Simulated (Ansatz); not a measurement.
CH$_{3}$ClF$_{2}$MoO$_{2}$, SMILES `C[O][Mo](=[O])([F])([F])[Cl]`. The species carries charge 0 and has multiplicity 1. Mo takes the def2 core potential. Geometry: relaxed with PBE0-D4/def2-TZVP. It is one conformer, not always the lowest.

```xyz
10

C     0.342   -1.160   -1.202
O     0.671   -0.087   -0.368
Mo   -0.072    0.929    0.956
O     0.963    2.207    1.031
F     0.423   -0.368    2.183
F    -1.356    1.353    2.216
Cl   -1.734    1.421   -0.554
H    -0.551   -0.892   -1.779
H     1.178   -1.348   -1.877
H     0.135   -2.054   -0.607
```

Task: What is the dipole moment at B3LYP/def2-TZVPP? (An estimate is asked.)

Result: Computed: 3.94 D, with components (0.79, -2.66, -2.79) D in this frame, pointing from negative to positive charge.

Task: And with PBE, r2SCAN, ωB97M-V? (Estimate.)

Result: The calculation gave: PBE 3.84 D, r2SCAN 3.93 D, ωB97M-V 3.77 D.

Task: Give the Mulliken charges with B3LYP, ωB97M-V, r2SCAN in def2-TZVPP. (An estimate is asked.)

Result: The calculation gave: 
```json
{"atom": "C1", "B3LYP": "-0.09", "ωB97M-V": "-0.15", "r2SCAN": "0.02"}
{"atom": "O2", "B3LYP": "-0.39", "ωB97M-V": "-0.38", "r2SCAN": "-0.38"}
{"atom": "Mo3", "B3LYP": "1.56", "ωB97M-V": "1.49", "r2SCAN": "1.55"}
{"atom": "O4", "B3LYP": "-0.43", "ωB97M-V": "-0.41", "r2SCAN": "-0.43"}
{"atom": "F5", "B3LYP": "-0.38", "ωB97M-V": "-0.37", "r2SCAN": "-0.37"}
{"atom": "F6", "B3LYP": "-0.36", "ωB97M-V": "-0.35", "r2SCAN": "-0.35"}
{"atom": "Cl7", "B3LYP": "-0.28", "ωB97M-V": "-0.24", "r2SCAN": "-0.29"}
{"atom": "H8", "B3LYP": "0.12", "ωB97M-V": "0.14", "r2SCAN": "0.09"}
{"atom": "H9", "B3LYP": "0.13", "ωB97M-V": "0.14", "r2SCAN": "0.08"}
{"atom": "H10", "B3LYP": "0.13", "ωB97M-V": "0.14", "r2SCAN": "0.09"}
```

B3LYP here is the variant with VWN-RPA as its local correlation; programs differ in this.
